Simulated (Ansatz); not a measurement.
Input for Ansatz (a first-principles code): U-PBE0/def2-TZVPP on LaPb, 2S+1 = 6, a spin state set in the input, which need not be the lowest. Elements past Kr take the def2 small-core potentials; no spin–orbit coupling.

Ansatz 0.2 input:
```yaml
crystal:
  periodic: [false, false, false]
  atoms:
    - {symbol: La, position_ang: [0.00000000, 0.00000000, 0.00000000]}
    - {symbol: Pb, position_ang: [0.00000000, 0.00000000, 3.35300000]}
basis:
  gaussian:
    orbitals: def2-TZVPP
hamiltonian:
  xc: {name: PBE0}
magnetization: {spin_polarized: true, initial_magnetization: 5}
relax: {f_tol: 0.002, max_steps: 120}
```

The log:

```
WARN ansatz: RAYON_NUM_THREADS=1 ignored (pool sized by the plan → 1); use --threads N
Functional definition: PBE0
integrals: 0.03 GiB planned
767 factors; their error is unknown
mean field: 0.42 GiB planned
mean field evaluation 1: about -6104.9719 eV, gradient 8.1e0 eV
mean field evaluation 2: about -6105.0807 eV, gradient 9.3e0 eV
mean field evaluation 4: about -6105.4615 eV, gradient 3.5e-1 eV
mean field evaluation 8: about -6105.4643 eV, gradient 4.6e-2 eV
mean field evaluation 16: about -6105.5171 eV, gradient 9.5e-5 eV
mean field evaluation 32: about -6105.5171 eV, gradient 1.6e-5 eV
mean field -6105.51714295 eV, -224.3736165353 hartree, gradient 1.6e-5 eV, S^2 8.754099; 5 other end points of the search recorded, 0 dependent functions left out
the calculation of the forces begins
reference -6105.51717342 eV, -224.3736176549 hartree; 19, 14 occupied and 87, 92 virtual orbitals, 767 factors
relax step   1: F+E_penalty+E_count = -6105.51714295 eV  Δ(F+E_penalty+E_count) = +0.000e0 eV  max|allowed force component| = 6.891e-1 eV/Å  Δτ_max = 0.0000 Å  (69 SCF iters, accepted)
these checks for a lower state are left out or cut short: starts, cluster_reference, orbital_swaps, neighbouring_geometries, increment
integrals: 0.03 GiB planned
767 factors; their error is unknown
mean field: 0.42 GiB planned
mean field -6105.57509168 eV, -224.3757461118 hartree, gradient 1.6e-5 eV, S^2 8.754132; 0 other end points of the search recorded, 0 dependent functions left out
the calculation of the forces begins
reference -6105.57512206 eV, -224.3757472281 hartree; 19, 14 occupied and 87, 92 virtual orbitals, 767 factors
relax step   2: F+E_penalty+E_count = -6105.57509168 eV  Δ(F+E_penalty+E_count) = -5.795e-2 eV  max|allowed force component| = 4.458e-1 eV/Å  Δτ_max = 0.0504 Å  (43 SCF iters, accepted)
these checks for a lower state are left out or cut short: starts, cluster_reference, orbital_swaps, neighbouring_geometries, increment
integrals: 0.03 GiB planned
767 factors; their error is unknown
mean field: 0.43 GiB planned
mean field -6105.59625657 eV, -224.3765239072 hartree, gradient 1.1e-5 eV, S^2 8.754180; 0 other end points of the search recorded, 0 dependent functions left out
the calculation of the forces begins
reference -6105.59628679 eV, -224.3765250178 hartree; 19, 14 occupied and 87, 92 virtual orbitals, 767 factors
relax step   3: F+E_penalty+E_count = -6105.59625657 eV  Δ(F+E_penalty+E_count) = -2.116e-2 eV  max|allowed force component| = 2.916e-1 eV/Å  Δτ_max = 0.0923 Å  (41 SCF iters, accepted)
these checks for a lower state are left out or cut short: starts, cluster_reference, orbital_swaps, neighbouring_geometries, increment
integrals: 0.03 GiB planned
767 factors; their error is unknown
mean field: 0.42 GiB planned
mean field -6105.60440584 eV, -224.3768233871 hartree, gradient 2.7e-5 eV, S^2 8.754163; 0 other end points of the search recorded, 0 dependent functions left out
the calculation of the forces begins
reference -6105.60443611 eV, -224.3768244998 hartree; 19, 14 occupied and 87, 92 virtual orbitals, 767 factors
relax step   4: F+E_penalty+E_count = -6105.60440584 eV  Δ(F+E_penalty+E_count) = -8.149e-3 eV  max|allowed force component| = 5.479e-2 eV/Å  Δτ_max = 0.0365 Å  (42 SCF iters, accepted)
these checks for a lower state are left out or cut short: starts, cluster_reference, orbital_swaps, neighbouring_geometries, increment
integrals: 0.03 GiB planned
767 factors; their error is unknown
mean field: 0.42 GiB planned
mean field evaluation 64: about -6105.6048 eV, gradient 1.1e-5 eV
mean field -6105.60475809 eV, -224.3768363322 hartree, gradient 1.1e-5 eV, S^2 8.754166; 0 other end points of the search recorded, 0 dependent functions left out
the calculation of the forces begins
reference -6105.60478836 eV, -224.3768374445 hartree; 19, 14 occupied and 87, 92 virtual orbitals, 767 factors
relax step   5: F+E_penalty+E_count = -6105.60475809 eV  Δ(F+E_penalty+E_count) = -3.523e-4 eV  max|allowed force component| = 1.294e-3 eV/Å  Δτ_max = 0.0065 Å  (42 SCF iters, accepted)
integrals: 0.03 GiB planned
767 factors; their error is unknown
mean field: 0.42 GiB planned
mean field evaluation 96: about -6105.5237 eV, gradient 8.9e-1 eV
mean field -6105.60475809 eV, -224.3768363322 hartree, gradient 1.2e-5 eV, S^2 8.754166; 5 other end points of the search recorded, 0 dependent functions left out
the calculation of the forces begins
reference -6105.60478836 eV, -224.3768374445 hartree; 19, 14 occupied and 87, 92 virtual orbitals, 767 factors
Total energy: -6105.60478836 eV, -224.3768374445 hartree
Atom 0 at    -0.000000     0.000000     0.112762 Å, force    -0.000000    -0.000000    -0.001294 eV/Å
Atom 1 at     0.000000    -0.000000     3.240238 Å, force     0.000000     0.000000     0.001294 eV/Å
Dipole moment:     0.000000    -0.000000    -0.720010 e Å
```

The calculation finished and met its thresholds.

Cost: about 50 core-seconds (a rough figure).
